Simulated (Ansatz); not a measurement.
Relaxation of C₂H₄OSi (8 atoms, charge 0, multiplicity 1), to a largest force component of 0.015 eV/Å in at most 40 steps.

Computed with RKS PBE/def2-SVP (Ansatz 0.2.0).

```xyz
8
Properties=species:S:1:pos:R:3
O 0.341 0.959 -1.147
C 0.191 0.927 0.267
C 1.458 1.053 1.073
Si 2.804 2.031 0.721
H -0.534 0.844 -1.531
H -0.292 -0.017 0.562
H -0.501 1.744 0.494
H 4.072 2.734 0.595
```

Task: Where does it end, and by what steps?

Result: It converged. After 11 steps the energy has fallen by 0.985 eV; H8 moved furthest, 1.00 Å.

| step | energy less start (eV) | largest force component (eV/Å) | accepted |
| --- | --- | --- | --- |
| 0 | 0.0000 | 2.139 | yes |
| 1 | -0.3475 | 0.673 | yes |
| 2 | -0.5304 | 0.981 | yes |
| 3 | -0.6712 | 1.124 | yes |
| 4 | -0.7975 | 0.995 | yes |
| 5 | -0.9293 | 0.720 | yes |
| 6 | -0.9727 | 0.303 | yes |
| 7 | -0.9830 | 0.130 | yes |
| 8 | -0.9839 | 0.104 | yes |
| 9 | -0.9847 | 0.057 | yes |
| 10 | -0.9848 | 0.016 | yes |
| 11 | -0.9849 | 0.009 | yes |

```xyz
8
Properties=species:S:1:pos:R:3
O 0.038 0.897 -1.288
C 0.283 1.033 0.100
C 1.545 1.632 0.452
Si 2.770 2.738 0.824
H -0.829 0.460 -1.381
H 0.276 0.041 0.637
H -0.522 1.620 0.625
H 3.979 1.853 1.064
```

Time of the run: 57 s on 1 thread of Intel(R) Xeon(R) Processor @ 2.50GHz (Skylake/Cascade Lake), on a shared host, peak memory 0.15 GiB.
